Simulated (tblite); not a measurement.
Species: C8H6N (doublet state).
Numbering: `[CH2:1][C:2]#[C:3][c:4]1[cH:5][cH:6][n:7][cH:8][cH:9]1` (hydrogens: H10, H11 on C1; H12 on C5; H13 on C6; H14 on C8; H15 on C9)

Level: GFN2-xTB in tblite, geometry and Hessian alike; calculated harmonic values, unscaled, isolated species. Against measured fundamentals such values can be off by several per cent, at times by over 20. Open shells enter through the occupations alone, without spin polarisation, and single modes of such species can be off by tens of per cent.

Harmonic wavenumbers (cm⁻¹): 82.0, 83.5, 231.4, 243.8, 259.5, 332.1, 381.4, 399.5, 448.5, 489.3, 627.6, 676.3, 733.3, 736.9, 772.3, 859.5, 908.0, 921.4, 960.7, 995.1, 1087.3, 1096.6, 1111.3, 1203.5, 1255.1, 1283.1, 1345.9, 1373.2, 1409.4, 1499.2, 1521.5, 1555.6, 2136.2, 3051.5, 3052.7, 3092.1, 3092.8, 3095.6, 3117.8.

A = 5936, B = 875.1, C = 762.7 MHz; mass 116.050 u (most abundant isotopes); point group C2v, symmetry number 2; spin multiplicity 2.

**Question.** What is the zero-point energy?

**Answer.** Half the sum of the wavenumbers: 23761 cm⁻¹ = 284.25 kJ/mol.

**Question.** Give the ideal-gas entropy at 500 K and 1 bar in the rigid-rotor, harmonic-oscillator model (classical rotation).

**Answer.** Translation 178.89, rotation 121.12, vibration 154.13, spin (R ln 2) 5.76: S = 459.9 J/(mol K).

**Question.** And Cp and H(500 K) − H(0)?

**Answer.** Cp = 200.14 J/(mol K), of which vibrations give 166.88 (their classical limit is 39 R = 324.3); H(500 K) − H(0) = 58.75 kJ/mol without the zero-point energy, 42.12 from vibrations.

**Question.** Which modes carry the vibrational entropy at 500 K?

**Answer.** 82.0 cm⁻¹: 20.34; 83.5 cm⁻¹: 20.19; 231.4 cm⁻¹: 11.85; 243.8 cm⁻¹: 11.43; 259.5 cm⁻¹: 10.93; 332.1 cm⁻¹: 9.00 J/(mol K); the other 33 give 70.39 together.

**Question.** Blend soft modes into free rotors: weight 1/[1 + (100 cm⁻¹/ν̃)⁴] for the oscillator and the rest for a rotor with moment μB/(μ + B), μ = h/(8π²ν), B = 10⁻⁴⁴ kg m². What vibrational entropy results?

**Answer.** 146.73 J/(mol K) in place of 154.13, which changes −T·S at 500 K by +3.70 kJ/mol.

**Question.** How do the functions run with temperature in this model?

**Answer.** 
```
 T (K)  S (J/(mol K))  Cp (J/(mol K))  H − H(0) (kJ/mol)  G − H(0) (kJ/mol)  ln q(vib)
    50          235.0            45.0               1.87              -9.88       0.20
   100          271.4            62.4               4.54             -22.59       0.83
298.15          373.2           137.0              24.33             -86.93       4.36
373.15          406.8           163.2              35.60            -116.19       5.84
   750          551.2           249.2             115.44            -297.95      13.38
  1000          627.3           279.5             181.80            -445.54      18.04
```

q(vib) and H(0) count from the zero-point level.

Hindered rotation and anharmonicity are outside this model.

The run took 0.46 s wall on Arm Neoverse V1, one thread, no GPU (shared host). This covers the Hessian and the dipole derivatives.
